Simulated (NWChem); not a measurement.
System: BH₂Cl; SMILES BCl

NWChem input:

```
start job
memory heap 200 mb stack 900 mb global 1100 mb
geometry units angstroms noautosym nocenter noautoz
  B      0.000000     0.000000     1.154212
  H      0.000000    -1.060130     1.722791
  H      0.000000     1.060130     1.722791
  Cl     0.000000     0.000000    -0.584069
end
basis spherical
  * library 6-31g*
end
dft
  xc b3lyp
  iterations 150
end
property
  shielding 3 1 2 4
end
task dft property
```

NWChem printed, in part:

```
             Northwest Computational Chemistry Package (NWChem) 7.3.0
             --------------------------------------------------------

                             Geometry "geometry" -> ""
                             -------------------------

 Output coordinates in angstroms (scale by  1.889725989 to convert to a.u.)

  No.       Tag          Charge          X              Y              Z
 ---- ---------------- ---------- -------------- -------------- --------------
    1 B                    5.0000     0.00000000     0.00000000     1.15421200
    2 H                    1.0000     0.00000000    -1.06013000     1.72279100
    3 H                    1.0000     0.00000000     1.06013000     1.72279100
    4 Cl                  17.0000     0.00000000     0.00000000    -0.58406900

 Effective nuclear repulsion energy (a.u.)      37.6114870690

                              NWChem Property Module
                              ----------------------

  itol2e modified to match energy
  convergence criterion.

                                 NWChem DFT Module
                                 -----------------

 Summary of "ao basis" -> "ao basis" (spherical)
 ------------------------------------------------------------------------------
       Tag                 Description            Shells   Functions and Types
 ---------------- ------------------------------  ------  ---------------------
 B                           6-31g*                  6       14   3s2p1d
 H                           6-31g*                  2        2   2s
 Cl                          6-31g*                  8       18   4s3p1d

  itol2e modified to match energy
  convergence criterion.

            General Information
            -------------------
          SCF calculation type: DFT
          Wavefunction type:  closed shell.
          No. of atoms     :     4
          No. of electrons :    24
           Alpha electrons :    12
            Beta electrons :    12
          Charge           :     0
          Spin multiplicity:     1
          Use of symmetry is: off; symmetry adaption is: off
          Maximum number of iterations: 150
          AO basis - number of functions:    36
                     number of shells:    18
          Convergence on energy requested:  1.00D-07
          Convergence on density requested:  1.00D-05
          Convergence on gradient requested:  5.00D-04

              XC Information
              --------------
                         B3LYP Method XC Potential
                     Hartree-Fock (Exact) Exchange  0.200
                        Slater Exchange Functional  0.800 local
                    Becke 1988 Exchange Functional  0.720 non-local
              Lee-Yang-Parr Correlation Functional  0.810
                  VWN I RPA Correlation Functional  0.190 local

             Grid Information
             ----------------
          Grid used for XC integration:  fine
          Radial quadrature: Mura-Knowles
          Angular quadrature: Lebedev.
          Tag              B.-S. Rad. Rad. Pts. Rad. Cut. Ang. Pts.
          ---              ---------- --------- --------- ---------
          B                   0.85       70           7.0       590
          H                   0.35       60           8.0       590
          Cl                  1.00      123           8.0       770
          Grid pruning is: on
          Number of quadrature shells:   313
          Spatial weights used:  Erf1

      Superposition of Atomic Density Guess
      -------------------------------------

 Sum of atomic energies:        -484.97313629

      Non-variational initial energy
      ------------------------------

 Total energy =    -485.482013
 1-e energy   =    -742.967001
 2-e energy   =     219.873501
 HOMO         =      -0.346373
 LUMO         =       0.001772

   convergence    iter        energy       DeltaE   RMS-Dens  Diis-err
 ---------------- ----- ----------------- --------- --------- ---------
 d= 0,ls=0.0,diis     1   -486.2320027269 -5.24D+02  1.98D-02  2.18D-01
 d= 0,ls=0.0,diis     2   -486.2318297434  1.73D-04  1.30D-02  2.08D-01
 d= 0,ls=0.0,diis     3   -486.2638215295 -3.20D-02  3.16D-03  1.03D-02
 d= 0,ls=0.0,diis     4   -486.2654166720 -1.60D-03  7.31D-04  5.84D-04
 d= 0,ls=0.0,diis     5   -486.2655088047 -9.21D-05  6.01D-05  5.34D-06
 d= 0,ls=0.0,diis     6   -486.2655095758 -7.71D-07  1.25D-05  2.74D-07
 d= 0,ls=0.0,diis     7   -486.2655096176 -4.18D-08  2.36D-06  2.13D-09

         Total DFT energy =     -486.265509617623
      One electron energy =     -744.090703062577
           Coulomb energy =      253.288700469871
    Exchange-Corr. energy =      -33.074994093876
 Nuclear repulsion energy =       37.611487068959

 Numeric. integr. density =       24.000000010297

                       DFT Final Molecular Orbital Analysis
                       ------------------------------------

 Vector   10  Occ=2.000000D+00  E=-4.014838D-01
              MO Center=  6.3D-11, -1.7D-10,  4.6D-01, r^2= 2.5D+00
   Bfn.  Coefficient  Atom+Function         Bfn.  Coefficient  Atom+Function
  ----- ------------  ---------------      ----- ------------  ---------------
    27      0.532705  4 Cl pz                 5     -0.353068  1 B  pz
    23     -0.211042  4 Cl pz                31      0.196004  4 Cl pz
    15     -0.145801  2 H  s                 17     -0.145801  3 H  s
    16     -0.138749  2 H  s                 18     -0.138749  3 H  s
    28     -0.130087  4 Cl s                  9     -0.086834  1 B  pz

 Vector   11  Occ=2.000000D+00  E=-3.592946D-01
              MO Center=  1.1D-11,  8.9D-12, -4.0D-01, r^2= 1.3D+00
   Bfn.  Coefficient  Atom+Function         Bfn.  Coefficient  Atom+Function
  ----- ------------  ---------------      ----- ------------  ---------------
    25      0.690994  4 Cl px                29      0.355007  4 Cl px
    21     -0.270890  4 Cl px                 3      0.154129  1 B  px
     7      0.087988  1 B  px                35     -0.028169  4 Cl d  1
    13      0.026027  1 B  d  1

 Vector   12  Occ=2.000000D+00  E=-3.053792D-01
              MO Center=  5.3D-12, -1.8D-11,  1.4D-01, r^2= 2.4D+00
   Bfn.  Coefficient  Atom+Function         Bfn.  Coefficient  Atom+Function
  ----- ------------  ---------------      ----- ------------  ---------------
    26      0.625726  4 Cl py                30      0.346738  4 Cl py
    22     -0.242207  4 Cl py                 4     -0.224644  1 B  py
    16      0.217447  2 H  s                 18     -0.217447  3 H  s
    15      0.161816  2 H  s                 17     -0.161816  3 H  s
    11     -0.035627  1 B  d -1               8     -0.028457  1 B  py

[...]

          -----------------------------------------
          Chemical Shielding Tensors (GIAO, in ppm)
          -----------------------------------------

                                NWChem CPHF Module
                                ------------------

  scftype          =     RHF
  nclosed          =       12
  nopen            =        0
  variables        =      288
  # of vectors     =        3
  tolerance        = 0.10D-03
  level shift      = 0.00D+00
  max iterations   =       50
  max subspace     =       30

 SCF residual:    1.2848956152719269E-005

Iterative solution of linear equations
  No. of variables      288
  No. of equations        3
  Maximum subspace       30
        Iterations       50
       Convergence  1.0D-04

   iter   nsub   residual    time
   ----  ------  --------  ---------
     1      3    6.51D-01       4.6
     2      6    9.98D-03       5.2
     3      9    7.76D-04       5.9
     4     12    1.94D-05       6.6

      Atom:    1  B
        Diamagnetic
    190.6160     -0.0000     -0.0000
     -0.0000    194.6707     -0.0000
     -0.0000     -0.0000    208.0644

        Paramagnetic
    -68.9690      0.0000      0.0000
      0.0000   -183.1301      0.0000
      0.0000      0.0000   -215.1985

        Total Shielding Tensor
    121.6470      0.0000      0.0000
      0.0000     11.5406      0.0000
      0.0000      0.0000     -7.1341

           isotropic =      42.0178
          anisotropy =     119.4438

          Principal Components and Axis System
                 1           2           3
              121.6470     11.5406     -7.1341

      1         1.0000     -0.0000     -0.0000
      2         0.0000      1.0000     -0.0000
      3         0.0000      0.0000      1.0000

      Atom:    2  H
        Diamagnetic
     24.7159      0.0000     -0.0000
      0.0000     32.2350     -5.8435
     -0.0000     -5.8435     30.8807

        Paramagnetic
      1.2957     -0.0000     -0.0000
     -0.0000    -10.3776      6.0652
     -0.0000      6.0652     -3.7525

        Total Shielding Tensor
     26.0117      0.0000     -0.0000
      0.0000     21.8573      0.2217
     -0.0000      0.2217     27.1282

           isotropic =      24.9991
          anisotropy =       3.2077

          Principal Components and Axis System
                 1           2           3
               27.1375     26.0117     21.8480

      1        -0.0000      1.0000     -0.0000
      2         0.0420      0.0000      0.9991
      3         0.9991      0.0000     -0.0420

      Atom:    3  Cl
        Diamagnetic
   1145.7037      0.0000     -0.0000
      0.0000   1144.8625     -0.0000
     -0.0000     -0.0000   1151.2926

        Paramagnetic
    -15.0357      0.0000     -0.0000
      0.0000   -885.4765      0.0000
     -0.0000      0.0000   -631.9700

        Total Shielding Tensor
   1130.6680      0.0000     -0.0000
      0.0000    259.3860      0.0000
     -0.0000      0.0000    519.3227

           isotropic =     636.4589
          anisotropy =     741.3136

          Principal Components and Axis System
                 1           2           3
             1130.6680    519.3227    259.3860

      1         1.0000      0.0000     -0.0000
      2         0.0000      0.0000      1.0000
      3        -0.0000      1.0000     -0.0000
```

Level: B3LYP/6-31G* (spherical d), GIAO. Coordinates come from a PBE0/def2-SVP optimisation. B3LYP is NWChem's, with the RPA form of VWN correlation. The output numbers the shielded atoms by their place in the input's list. The printed shielding anisotropy is the first printed principal value minus the mean of the other two.
